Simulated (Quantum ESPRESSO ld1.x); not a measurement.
Values are calculated unless marked as measured or tabulated.
Problem. These are the eigenvalues of the occupied orbitals of an atom or ion with whole-number occupations (eV). Code: ld1.x of Quantum ESPRESSO 7.5. Model: non-relativistic Kohn-Sham, LDA (Slater exchange, Perdew-Zunger correlation), spin-polarised, spherical densities, point nucleus.

orbital  eigenvalue
1s up      -65517.8
1s down    -65517.8
2s up      -10807.3
2s down    -10807.0
2p up      -10369.0
2p down    -10368.8
3s up      -2482.22
3s down    -2482.09
3p up      -2277.74
3p down    -2277.60
3d up      -1895.23
3d down    -1895.04
4s up      -504.167
4s down    -503.909
4p up      -418.219
4p down    -417.944
4d up      -260.999
4d down    -260.669
5s up      -72.8699
5s down    -70.4894
4f up      -54.5090
4f down    -53.9880
5p up      -47.5036
5p down    -44.8580
5d up      -10.1358
6p up       -3.1624

Which element is it, and in what charge state? The configuration may be excited. Open shells, if any, are filled with parallel spins first.

Solution. Z = 75, rhenium, charge 0: Re in [Xe] 4f14 5d5 6p2. The list shows which subshells hold electrons but not how many an open one holds; the 1s level, -2407.7 hartree, gives Z - s = 69.4 by -(Z - s)^2/2, which with screening narrows Z to a few neighbours, and the depths of the outer levels then fix element, charge and occupations together.
